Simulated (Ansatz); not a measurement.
Geometry optimisation, RKS PBE-D4/cc-pVDZ (Ansatz 0.2.0).

The input (input.yaml):

```yaml
crystal:
  periodic: [false, false, false]
  atoms:
    - { symbol: C, position_ang: [-0.3051, -0.6581, 1.1844] }
    - { symbol: "N", position_ang: [0.2044, -0.4665, -0.146] }
    - { symbol: C, position_ang: [1.3236, 0.2606, -0.3364] }
    - { symbol: "N", position_ang: [1.1366, 1.0332, -1.3127] }
    - { symbol: Si, position_ang: [-0.5503, 0.4504, -1.3104] }
    - { symbol: F, position_ang: [-1.5391, 1.5008, -0.5882] }
    - { symbol: H, position_ang: [0.3435, -1.2167, 1.7976] }
    - { symbol: H, position_ang: [-1.2774, -1.1209, 1.1311] }
    - { symbol: H, position_ang: [-0.4939, 0.3637, 1.7275] }
    - { symbol: H, position_ang: [2.2517, 0.0953, 0.3245] }
    - { symbol: H, position_ang: [1.32864, 1.52639, -2.20796] }
basis:
  gaussian: { orbitals: cc-pVDZ }
hamiltonian:
  xc: pbe
  dispersion: d4
relax:
  f_tol: 0.02
  max_steps: 50
```

Command:

```bash
$ ansatz run input.yaml --threads 2 --pin off --max-ram 3072MiB --backend cpu --events-out ev --progress --plain --runs-dir out
```

Problem. Where does it end, and by what steps?

Solution. It converged. After 15 steps the energy has fallen by 2.911 eV; F6 moved furthest, 0.74 Å. Parted: C3–Si5.

| step | energy less start (eV) | largest force component (eV/Å) | accepted |
| --- | --- | --- | --- |
| 0 | 0.0000 | 7.685 | yes |
| 1 | -1.5415 | 4.048 | yes |
| 2 | -2.4582 | 1.144 | yes |
| 3 | -2.6977 | 0.608 | yes |
| 4 | -2.8290 | 0.676 | yes |
| 5 | -2.8528 | 0.487 | yes |
| 6 | -2.8794 | 0.251 | yes |
| 7 | -2.8922 | 0.375 | yes |
| 8 | -2.9070 | 0.131 | yes |
| 9 | -2.9071 | 0.126 | yes |
| 10 | -2.9092 | 0.064 | yes |
| 11 | -2.9103 | 0.033 | yes |
| 12 | -2.9110 | 0.040 | yes |
| 13 | -2.9113 | 0.037 | yes |
| 14 | -2.9114 | 0.044 | yes |
| 15 | -2.9115 | 0.010 | yes |

```xyz
11
Properties=species:S:1:pos:R:3
C -0.253 -0.688 1.390
N -0.020 0.077 0.189
C 1.173 0.371 -0.315
N 1.027 1.087 -1.441
Si -0.862 0.516 -1.562
F -1.627 1.964 -1.162
H 0.700 -1.068 1.818
H -0.907 -1.558 1.177
H -0.759 -0.070 2.163
H 2.135 -0.003 0.100
H 1.815 1.141 -2.093
```

The run took 44 s on 2 threads of Arm Neoverse V1 (shared host), peak memory 0.16 GiB.
